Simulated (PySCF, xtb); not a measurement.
C6H5, SMILES c1c[c]ccc1 (connectivity only; charge and spin as stated), charge +1, multiplicity 1.

GFN2-xTB run with xtb at its own geometry gives an orbital gap of 2.34 eV.

Geometry: B3LYP-D3(BJ)/def2-SVP. The spin state was assumed, not searched. The isomer is the one that the SMILES or the coordinates give; other isomers of the formula were not compared.

Question: What does ωB97X/def2-TZVP run with PySCF give? (The exact figures need the calculation; the answer reports its results.)

Answer: gap 8.67 eV (levels -15.73 and -7.06 eV).
